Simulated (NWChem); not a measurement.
System: TiSCl2; SMILES [S]=[Ti]([Cl])[Cl]

Here is an NWChem input.

```
start job
memory heap 200 mb stack 900 mb global 1100 mb
geometry units angstroms noautoz
  Ti     0.026360    -0.000068     0.152595
  S      2.056065    -0.004997    -0.122704
  Cl    -0.991438    -1.949265    -0.110428
  Cl    -0.981998     1.954000    -0.110643
end
basis spherical
  * library 6-31g*
end
dft
  xc b3lyp
  iterations 150
  mulliken
end
task dft energy
```

Parts of the log:

```
             Northwest Computational Chemistry Package (NWChem) 7.3.0
             --------------------------------------------------------

 CS  symmetry detected

                             Geometry "geometry" -> ""
                             -------------------------

 Output coordinates in angstroms (scale by  1.889725989 to convert to a.u.)

  No.       Tag          Charge          X              Y              Z
 ---- ---------------- ---------- -------------- -------------- --------------
    1 Ti                  22.0000     0.02705892     0.18547668     0.00000000
    2 S                   16.0000     2.05720308    -0.08660955     0.00000000
    3 Cl                  17.0000    -0.98560428    -0.07925689    -1.95163821
    4 Cl                  17.0000    -0.98560428    -0.07925689     1.95163821

 Effective nuclear repulsion energy (a.u.)     388.4882222893

      Symmetry information
      --------------------

 Group name             Cs
 Group number              2
 Group order               2
 No. of unique centers     3

                                 NWChem DFT Module
                                 -----------------

 Summary of "ao basis" -> "ao basis" (spherical)
 ------------------------------------------------------------------------------
       Tag                 Description            Shells   Functions and Types
 ---------------- ------------------------------  ------  ---------------------
 Ti                          6-31g*                 12       34   5s4p2d1f
 S                           6-31g*                  8       18   4s3p1d
 Cl                          6-31g*                  8       18   4s3p1d

      Symmetry analysis of basis
      --------------------------

        a'         54
        a"         34

            General Information
            -------------------
          SCF calculation type: DFT
          Wavefunction type:  closed shell.
          No. of atoms     :     4
          No. of electrons :    72
           Alpha electrons :    36
            Beta electrons :    36
          Charge           :     0
          Spin multiplicity:     1
          Use of symmetry is: on ; symmetry adaption is: on
          Maximum number of iterations: 150
          AO basis - number of functions:    88
                     number of shells:    36
          Convergence on energy requested:  1.00D-06
          Convergence on density requested:  1.00D-05
          Convergence on gradient requested:  5.00D-04

              XC Information
              --------------
                         B3LYP Method XC Potential
                     Hartree-Fock (Exact) Exchange  0.200
                        Slater Exchange Functional  0.800 local
                    Becke 1988 Exchange Functional  0.720 non-local
              Lee-Yang-Parr Correlation Functional  0.810
                  VWN I RPA Correlation Functional  0.190 local

             Grid Information
             ----------------
          Grid used for XC integration:  medium
          Radial quadrature: Mura-Knowles
          Angular quadrature: Lebedev.
          Tag              B.-S. Rad. Rad. Pts. Rad. Cut. Ang. Pts.
          ---              ---------- --------- --------- ---------
          Ti                  1.40      112           9.0       590
          S                   1.00       88          10.0       590
          Cl                  1.00       88          10.0       590
          Grid pruning is: on
          Number of quadrature shells:   288
          Spatial weights used:  Erf1

      Superposition of Atomic Density Guess
      -------------------------------------

 Sum of atomic energies:       -2164.65805597

      Non-variational initial energy
      ------------------------------

 Total energy =   -2164.842519
 1-e energy   =   -3756.719339
 2-e energy   =    1203.388598
 HOMO         =      -0.353640
 LUMO         =      -0.054839

      Symmetry analysis of molecular orbitals - initial
      -------------------------------------------------

  Numbering of irreducible representations:

     1 a'          2 a"

  Orbital symmetries:

     1 a'          2 a'          3 a"          4 a'          5 a'
     6 a'          7 a"          8 a'          9 a'         10 a"
    11 a'         12 a'         13 a"         14 a'         15 a'
    16 a"         17 a"         18 a'         19 a"         20 a'
    21 a'         22 a'         23 a"         24 a'         25 a'
    26 a"         27 a'         28 a'         29 a"         30 a'
    31 a'         32 a"         33 a"         34 a'         35 a'
    36 a"         37 a'         38 a'         39 a"         40 a'
    41 a'         42 a"         43 a"         44 a'         45 a'
    46 a'

     ---------------------------------------------
      Total Density - Mulliken Population Analysis
     ---------------------------------------------

    Atom       Charge   Shell Charges
 -----------   ------   -------------------------------------------------------
    1 Ti  22    19.52   2.00  2.00  6.00  2.01  6.01  0.40  0.38  0.01  0.01  0.20  0.49  0.01
    2 S   16    17.25   2.00  2.00  5.98  1.37  3.58  0.52  1.78  0.01
    3 Cl  17    17.61   2.00  2.00  5.98  1.39  3.84  0.55  1.84  0.01
    4 Cl  17    17.61   2.00  2.00  5.98  1.39  3.84  0.55  1.84  0.01

   convergence    iter        energy       DeltaE   RMS-Dens  Diis-err
 ---------------- ----- ----------------- --------- --------- ---------
 d= 0,ls=0.0,diis     1  -2167.5148131854 -2.56D+03  6.44D-02  2.35D+00
 d= 0,ls=0.5,diis     2  -2147.5498919424  2.00D+01  1.05D-02  1.26D+02
 d= 0,ls=0.5,diis     3  -2150.9422476959 -3.39D+00  2.78D-03  1.18D+02
 d= 0,ls=0.5,diis     4  -2151.3767253211 -4.34D-01  1.55D-03  1.19D+02
 d= 0,ls=0.5,diis     5  -2151.8080067633 -4.31D-01  2.24D-03  1.18D+02
 d= 0,ls=0.5,diis     6  -2152.1440274529 -3.36D-01  1.32D-03  1.19D+02
 d= 0,ls=0.5,diis     7  -2152.4075230944 -2.63D-01  9.33D-04  1.19D+02
  Resetting Diis
 d= 0,ls=0.5,diis     8  -2152.3953772404  1.21D-02  1.50D-03  1.19D+02
 d= 0,ls=0.5,diis     9  -2152.9128038833 -5.17D-01  2.91D-01  1.18D+02
 d= 0,ls=0.5,diis    10  -2116.9987342164  3.59D+01  2.91D-01  7.90D+01
 d= 0,ls=0.5,diis    11  -2141.4831841373 -2.45D+01  1.49D-02  1.12D+02
 d= 0,ls=0.5,diis    12  -2142.0968388029 -6.14D-01  1.53D-02  1.23D+02
 d= 0,ls=0.5,diis    13  -2146.1924653399 -4.10D+00  8.53D-03  1.28D+02
 d= 0,ls=0.5,diis    14  -2149.0668888226 -2.87D+00  5.68D-02  1.19D+02
 d= 0,ls=0.5,diis    15  -2167.5723110717 -1.85D+01  1.86D-02  2.81D+00
 d= 0,ls=0.5,diis    16  -2167.7184330701 -1.46D-01  4.70D-03  3.31D+00
 d= 0,ls=0.5,diis    17  -2167.7387180128 -2.03D-02  2.62D-03  3.58D+00
 d= 0,ls=0.5,diis    18  -2167.8187186636 -8.00D-02  3.47D-03  2.88D+00
 d= 0,ls=0.5,diis    19  -2168.0088051540 -1.90D-01  3.29D-03  1.13D+00
 d= 0,ls=0.5,diis    20  -2168.1230172505 -1.14D-01  1.59D-03  1.62D-01
 d= 0,ls=0.5,diis    21  -2168.1445425882 -2.15D-02  9.46D-04  2.20D-02
 d= 0,ls=0.5,diis    22  -2168.1487553330 -4.21D-03  7.18D-04  3.81D-03
 d= 0,ls=0.5,diis    23  -2168.1496448659 -8.90D-04  4.15D-04  3.20D-03
 d= 0,ls=0.5,diis    24  -2168.1501790520 -5.34D-04  2.85D-04  2.09D-03
 d= 0,ls=0.5,diis    25  -2168.1505275445 -3.48D-04  2.09D-04  1.02D-03
 d= 0,ls=0.5,diis    26  -2168.1506896458 -1.62D-04  1.46D-04  6.54D-04
 d= 0,ls=0.5,diis    27  -2168.1507776066 -8.80D-05  1.06D-04  4.25D-04
 d= 0,ls=0.5,diis    28  -2168.1508322801 -5.47D-05  7.67D-05  2.44D-04
 d= 0,ls=0.5,diis    29  -2168.1508632814 -3.10D-05  5.64D-05  1.31D-04
 d= 0,ls=0.5,diis    30  -2168.1508799314 -1.67D-05  4.09D-05  7.02D-05
 d= 0,ls=0.5,diis    31  -2168.1508886677 -8.74D-06  3.02D-05  3.89D-05
 d= 0,ls=0.5,diis    32  -2168.1508934136 -4.75D-06  2.24D-05  2.17D-05
 d= 0,ls=0.5,diis    33  -2168.1508960042 -2.59D-06  1.66D-05  1.24D-05
 d= 0,ls=0.5,diis    34  -2168.1508974530 -1.45D-06  1.27D-05  7.07D-06
 d= 0,ls=0.5,diis    35  -2168.1508982861 -8.33D-07  9.44D-06  3.94D-06

         Total DFT energy =    -2168.150898750278
      One electron energy =    -3758.634604717088
           Coulomb energy =     1326.350106676627
    Exchange-Corr. energy =     -124.354622999068
 Nuclear repulsion energy =      388.488222289251

 Numeric. integr. density =       72.000000214837

                  Occupations of the irreducible representations
                  ----------------------------------------------

                     irrep           alpha         beta
                     --------     --------     --------
                     a'               23.0         23.0
                     a"               13.0         13.0

                       DFT Final Molecular Orbital Analysis
                       ------------------------------------

 Vector   34  Occ=2.000000D+00  E=-3.219492D-01  Symmetry=a'
              MO Center=  1.4D+00, -5.4D-02,  1.7D-14, r^2= 3.1D+00
   Bfn.  Coefficient  Atom+Function         Bfn.  Coefficient  Atom+Function
  ----- ------------  ---------------      ----- ------------  ---------------
    41      0.589763  2 S  px                45      0.238054  2 S  px
    37     -0.229051  2 S  px                22     -0.202031  1 Ti d  2
    44      0.161555  2 S  s                  7      0.148208  1 Ti px
    20      0.147409  1 Ti d  0              10      0.145538  1 Ti s
    59     -0.130903  3 Cl px                77     -0.130903  4 Cl px

 Vector   35  Occ=2.000000D+00  E=-3.104087D-01  Symmetry=a'
              MO Center=  1.4D+00, -1.3D-02,  5.0D-17, r^2= 2.3D+00
   Bfn.  Coefficient  Atom+Function         Bfn.  Coefficient  Atom+Function
  ----- ------------  ---------------      ----- ------------  ---------------
    42      0.571640  2 S  py                46      0.313561  2 S  py
    18      0.270878  1 Ti d -2              38     -0.220776  2 S  py
    23      0.206085  1 Ti d -2              22      0.107069  1 Ti d  2
    12      0.104214  1 Ti py                27      0.075444  1 Ti d  2
    61     -0.074936  3 Cl pz                79      0.074936  4 Cl pz

 Vector   36  Occ=2.000000D+00  E=-2.896769D-01  Symmetry=a"
              MO Center=  1.2D+00, -4.8D-02,  2.9D-14, r^2= 3.6D+00
   Bfn.  Coefficient  Atom+Function         Bfn.  Coefficient  Atom+Function
  ----- ------------  ---------------      ----- ------------  ---------------
    43      0.582965  2 S  pz                47      0.309015  2 S  pz
    39     -0.222653  2 S  pz                21     -0.183687  1 Ti d  1
    61     -0.170906  3 Cl pz                79     -0.170906  4 Cl pz
    59      0.166435  3 Cl px                77     -0.166435  4 Cl px
    26     -0.137105  1 Ti d  1              13      0.136267  1 Ti pz

 Vector   37  Occ=0.000000D+00  E=-1.648530D-01  Symmetry=a'
              MO Center=  4.4D-02,  3.3D-01, -1.4D-13, r^2= 1.6D+00
   Bfn.  Coefficient  Atom+Function         Bfn.  Coefficient  Atom+Function
  ----- ------------  ---------------      ----- ------------  ---------------
    22      0.491558  1 Ti d  2              10      0.373208  1 Ti s
    20      0.346811  1 Ti d  0              27      0.336257  1 Ti d  2
    25      0.237471  1 Ti d  0              14     -0.227210  1 Ti s
     6     -0.149461  1 Ti s                 44      0.140090  2 S  s
    62      0.084698  3 Cl s                 80      0.084698  4 Cl s

 Vector   38  Occ=0.000000D+00  E=-1.466597D-01  Symmetry=a"
              MO Center= -9.7D-02,  1.9D-01,  3.2D-14, r^2= 1.5D+00
   Bfn.  Coefficient  Atom+Function         Bfn.  Coefficient  Atom+Function
  ----- ------------  ---------------      ----- ------------  ---------------
    19      0.673347  1 Ti d -1              24      0.457763  1 Ti d -1
    60      0.195687  3 Cl py                78     -0.195687  4 Cl py
    64      0.110043  3 Cl py                82     -0.110043  4 Cl py
    13      0.107208  1 Ti pz                56     -0.073605  3 Cl py
    74      0.073605  4 Cl py                61     -0.055744  3 Cl pz

 Vector   39  Occ=0.000000D+00  E=-1.313247D-01  Symmetry=a'
              MO Center=  4.6D-01,  1.3D-01, -6.4D-15, r^2= 2.2D+00
   Bfn.  Coefficient  Atom+Function         Bfn.  Coefficient  Atom+Function
  ----- ------------  ---------------      ----- ------------  ---------------
    18      0.609286  1 Ti d -2              23      0.413236  1 Ti d -2
    42     -0.348924  2 S  py                46     -0.236075  2 S  py
    38      0.129446  2 S  py                60      0.117252  3 Cl py
    78      0.117252  4 Cl py                12     -0.090912  1 Ti py
    22      0.079151  1 Ti d  2              64      0.079221  3 Cl py

     ---------------------------------------------
      Total Density - Mulliken Population Analysis
     ---------------------------------------------

    Atom       Charge   Shell Charges
 -----------   ------   -------------------------------------------------------
    1 Ti  22    21.31   2.00  2.00  6.00  2.00  6.00  0.35  0.66 -0.06  0.00  1.13  1.22  0.01
    2 S   16    16.20   2.00  2.00  5.97  1.39  2.96  0.51  1.35  0.02
    3 Cl  17    17.25   2.00  2.00  5.97  1.41  3.62  0.54  1.70  0.01
    4 Cl  17    17.25   2.00  2.00  5.97  1.41  3.62  0.54  1.70  0.01

     -------------------------------------------
      Total Density - Lowdin Population Analysis
     -------------------------------------------

    Atom       Charge   Shell Charges
 -----------   ------   -------------------------------------------------------
    1 Ti  22    21.81   2.00  2.00  5.99  1.91  5.93  0.27  0.78  0.11  0.27  1.05  1.48  0.02
    2 S   16    16.00   2.00  2.00  5.89  1.10  2.74  0.59  1.66  0.03
    3 Cl  17    17.10   2.00  2.00  5.91  1.16  3.35  0.63  2.04  0.01
    4 Cl  17    17.10   2.00  2.00  5.91  1.16  3.35  0.63  2.04  0.01

     Multipole analysis of the density
     ---------------------------------

     L   x y z        total         alpha         beta         nuclear
     -   - - -        -----         -----         ----         -------
     0   0 0 0     -0.000000    -36.000000    -36.000000     72.000000

     1   1 0 0     -0.205196     -0.102598     -0.102598      0.000000
     1   0 1 0      0.621624      0.310812      0.310812     -0.000000
     1   0 0 1      0.000000      0.000000      0.000000      0.000000

     2   2 0 0    -45.368851   -202.590356   -202.590356    359.811860
     2   1 1 0      0.027900      0.164684      0.164684     -0.301468
     2   1 0 1     -0.000000     -0.000000     -0.000000      0.000000
     2   0 2 0    -37.696999    -20.795499    -20.795499      3.893999
     2   0 1 1      0.000000      0.000000      0.000000      0.000000
     2   0 0 2    -46.359221   -254.410163   -254.410163    462.461106
```

Level: B3LYP/6-31G* (spherical d). Geometry: optimised at B3LYP/6-31G* (spherical d).
